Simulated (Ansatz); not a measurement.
Program: Ansatz 0.2.0.

A structure relaxed at PBE0-D4/def2-TZVP, charge 0, multiplicity 2:

```
atom   x (Å)   y (Å)   z (Å)
  O1   1.064  -2.203   1.366
  C2   0.633  -1.278   0.805
  N3   0.215  -0.310   0.243
 Si4  -0.730   0.717  -0.738
  H5   0.139   1.295  -1.795
  H6  -1.320   1.779   0.118
```

**Question.** Give its formula and SMILES.

**Answer.** CH2NOSi, `O=C=N[SiH2]`.

**Question.** Point group (tolerance 0.08 Å, 0.16 Å for H)?

**Answer.** Cs.

**Question.** Summarise the bond lengths by kind.

**Answer.** 1 × C–O 1.164 Å; 1 × C–N 1.195 Å; 1 × N–Si 1.706 Å; 2 × H–Si 1.486 Å.
